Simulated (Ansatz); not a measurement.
The same path of H₄SSiTe (7 atoms, charge 0, multiplicity 1) was run twice with different band settings. The coordinate that changes most is the dihedral H5–Si1–S2–Te3.

Level of theory: Ansatz, RKS PBE0-D4/def2-SVP.

Relaxed end points:

```xyz
7
Properties=species:S:1:pos:R:3
Si -0.934 0.537 -0.177
S 0.529 0.356 1.396
Te 1.558 -1.720 0.678
H -1.851 -0.639 -0.198
H -0.274 0.675 -1.508
H -1.702 1.780 0.138
H 2.674 -0.990 -0.328
```

```xyz
7
Properties=species:S:1:pos:R:3
Si -1.013 0.342 -0.218
S -0.054 -1.074 1.094
Te 2.057 -1.272 -0.085
H -2.377 0.547 0.357
H -1.119 -0.195 -1.605
H -0.274 1.638 -0.241
H 2.779 0.015 0.698
```

Common settings: climbing image yes; spring 5.0 eV/Å²; optimiser quadratic models (default); start path through a guess of the saddle point; force threshold 0.03 eV/Å; end points relaxed.

| run | movable images | iteration limit |
| --- | --- | --- |
| 1 | 7 | 40 |
| 2 | 3 | 60 |

(1) What does each run give, and how far can it be trusted?

Results:

(1) Run 1: converged after 8 iterations, highest image 0.104 eV above the first end. A vibrational analysis at the climbing image gives one clearly imaginary mode, 141i cm⁻¹: a first-order saddle point.
Run 2: converged after 6 iterations, highest image 0.105 eV above the first end. Another band between the same ends (7 images) ends at a top of the same energy, where a vibrational analysis finds 1 clearly imaginary mode. So few images can step over the top or miss a turn of the path.
